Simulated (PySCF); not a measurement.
## Dipole moment and polarisability of `COCCCC(F)(F)F`

Compound: C5H9F3O.
Numbering: `[CH3:1][O:2][CH2:3][CH2:4][CH2:5][C:6]([F:7])([F:8])[F:9]` (hydrogens: H10, H11, H12 on C1; H13, H14 on C3; H15, H16 on C4; H17, H18 on C5)

Geometry (GFN2-xTB, Å), atoms numbered from 1 in this order:
```
atom  x, y, z in Å
C1    -2.5504    0.6416    0.7722
O2    -1.3771    0.7950    0.0174
C3    -0.8667   -0.4289   -0.4636
C4     0.4310   -0.1480   -1.2174
C5     1.4935    0.5036   -0.3290
C6     2.1659   -0.4731    0.6132
F7     1.3681   -0.9204    1.5938
F8     2.6301   -1.5647   -0.0185
F9     3.2261    0.0849    1.2236
H10   -2.8493    1.6385    1.0896
H11   -3.3528    0.1929    0.1733
H12   -2.3744    0.0123    1.6533
H13   -1.5926   -0.8973   -1.1466
H14   -0.6970   -1.1213    0.3733
H15    0.2066    0.5417   -2.0312
H16    0.8105   -1.0777   -1.6427
H17    2.2857    0.9362   -0.9422
H18    1.0339    1.2911    0.2698
```

Level: PBE0/def2-SVPD (PySCF), static field, nuclei fixed, core orbitals frozen in the response. The polarisability tensor in these axes (au):

```
x   77.69 -1.63 -1.62
y   -1.63 63.51  1.33
z   -1.62  1.33 66.05
```

Task: Diagonalise the tensor; give its mean and Δα, where Δα² is half the sum of the squared differences of the eigenvalues.

Result: Principal values 62.88, 66.23 and 78.14 au; mean 69.08 au = 10.24 Å³ = 11.39 × 10⁻⁴⁰ C²·m²/J; Δα = 13.89 au (20 % of the mean).

Task: What is the dipole moment, and where does it point?

Result: (-1.98, 0.39, -1.33) D, 2.42 D in size, pointing from the negative to the positive side. Measured along this direction, the outermost atoms are F9 at the negative end and H11 at the positive end.

Task: Form Σ f/ω² (atomic units) for the 6 lowest TDDFT singlets, given as eV and f, and set it beside the mean polarisability, which is this sum over all singlets: 7.10, 0.0229; 7.73, 0.0101; 7.91, 0.0230; 8.22, 0.0226; 8.35, 0.0020; 8.77, 0.0068.

Result: They add up to 1.07 au, 1.5 % of the 69.08 au; the largest single term is 0.34 au, from the state at 7.10 eV. Terms in order: 0.34, 0.13, 0.27, 0.25, 0.02, 0.07 au. Higher excitations give the rest. The strengths listed sum to 0.087.

Task: Find the Langevin capture rate constant for H3+ (3.023 u) meeting this molecule (142.061 u), k = 2.342 × 10⁻⁹ cm³/s × √(α in Å³ / reduced mass in u).

Result: The reduced mass is 2.96 u, so k = 4.36 × 10⁻⁹ cm³/s. The formula leaves out the permanent dipole, which adds to the capture rate.

Task: Orientational against electronic polarisability at 250 K (dilute gas, rigid molecules)?

Result: In Gaussian units μ²/3kT = 56.34 Å³ against 10.24 Å³, a ratio of 5.50; the Debye molar polarisation (4π/3)N_A(α + μ²/3kT) is 168.0 cm³/mol, leaving out the vibrational part.

Task: Refractivity n − 1 of an ideal gas of it at 298.15 K and 1 atm, from the electronic α?

Result: N = p/kT = 2.4615 × 10¹⁹ cm⁻³, so n − 1 = 2π × N × 10.24 × 10⁻²⁴ cm³ = 1583 × 10⁻⁶ at long wavelengths.

One conformer (not necessarily the lowest) at the GFN2-xTB geometry, without solvent, vibrations or thermal averaging.
